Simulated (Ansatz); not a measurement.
Gas-phase electronic energies from Ansatz, PBE0-D4/def2-TZVP geometries. CBS: MP2 limit from def2 TZ/QZ plus the TZ coupled-cluster correction, frozen cores. This one scheme is used for every species. Functionals use def2-TZVPP. B3LYP here is the variant with VWN-RPA as its local correlation; programs differ in this. def2 core potentials past Kr. For Sn outer-core shells are correlated without core-valence functions, which leaves a few kJ/mol of doubt a bond. Each species was taken in one conformer, which may not be the lowest.

Consider the formal exchange of groups at the Sn–C bond: `C[CH2][Sn][CH2]C` + CH₄ → `C[CH2][Sn][CH3]` + ethane.

`C[CH2][Sn][CH2]C`:

Z-matrix (Å, degrees):
```
C
C 1 1.524
H 1 1.093 2 111.8
H 1 1.095 2 111.9 3 120.1
H 1 1.095 2 112.1 3 -120.3
Sn 2 2.205 1 113.5 3 -60.7
H 2 1.093 1 110.8 3 177.3
H 2 1.097 1 110.4 3 59.6
C 6 2.206 2 94.7 1 55.7
C 9 1.524 6 114.8 2 51.4
H 9 1.098 6 106.2 2 -70.8
H 9 1.093 6 108.0 2 175.6
H 10 1.095 9 111.9 6 59.9
H 10 1.095 9 112.0 6 179.5
H 10 1.093 9 111.8 6 -60.2
```

CH₄:

```xyz
5

C     0.000    0.000    0.000
H    -0.420    0.773    0.643
H     1.040    0.238   -0.222
H    -0.568   -0.048   -0.929
H    -0.052   -0.963    0.508
```

`C[CH2][Sn][CH3]`:

Z-matrix (Å, degrees):
```
C
C 1 1.520
H 1 1.093 2 111.8
H 1 1.096 2 112.1 3 120.4
H 1 1.094 2 111.7 3 -119.7
Sn 2 2.204 1 118.8 3 57.9
H 2 1.095 1 111.3 3 -177.3
H 2 1.101 1 110.5 3 -61.3
C 6 2.189 2 95.9 1 -22.0
H 9 1.095 6 110.1 2 59.2
H 9 1.090 6 112.0 2 -179.3
H 9 1.095 6 109.6 2 -58.3
```

`CC`:

Z-matrix (Å, degrees):
```
C
C 1 1.519
H 1 1.093 2 111.4
H 1 1.093 2 111.4 3 120.0
H 1 1.093 2 111.4 3 -120.0
H 2 1.093 1 111.4 3 180.0
H 2 1.093 1 111.4 3 -60.0
H 2 1.093 1 111.4 3 60.0
```

| level | ΔE (kJ/mol) | difference from CCSD(T)/CBS |
| --- | --- | --- |
| revPBE-D4 | -1.9 | 1.1 |
| r2SCAN-D4 | -5.8 | -2.8 |
| B3LYP-D4 | -3.7 | -0.7 |
| r2SCANh-D4 | -6.0 | -3.0 |
| BHLYP-D4 | -5.0 | -2.0 |
| CAM-B3LYP-D4 | -6.2 | -3.2 |
| ωB97X-V | -6.4 | -3.4 |
| B2PLYP | -7.5 | -4.5 |
| PBE | -8.8 | -5.8 |
| BLYP | -11.3 | -8.3 |
| CAM-B3LYP | -10.9 | -7.9 |
| RPA@PBE/def2-TZVPP | -2.6 | 0.4 |
| MP2/def2-SVP | -2.2 | 0.8 |
| CCSD(T)/def2-TZVPP | -3.2 | -0.2 |
| MP2/def2-QZVPP | -1.0 | 2.0 |
| HF/CBS(def2) | -15.3 | -12.3 |
| CCSD(T)/CBS | -3.0 | 0 |

Largest T1 diagnostic among the species: 0.013.

Leaving LDA and LC-ωPBE aside and taking each functional with its dispersion term where it has one, the values spread over 5.6 kJ/mol, from B2PLYP to revPBE-D4. LDA lies +3.5 kJ/mol from PBE without D4. In def2-TZVPP, CCSD(T) changes the Hartree–Fock value by +11.8 kJ/mol (the triples alone add +2.0 kJ/mol) and MP2 by +14.0 kJ/mol. The D4 term adds +7.5 kJ/mol with B3LYP and +4.4 kJ/mol with PBE0; it sums over pairs of atoms, weighted by their polarisabilities, and B3LYP, whose exchange is more repulsive, gets the larger term.
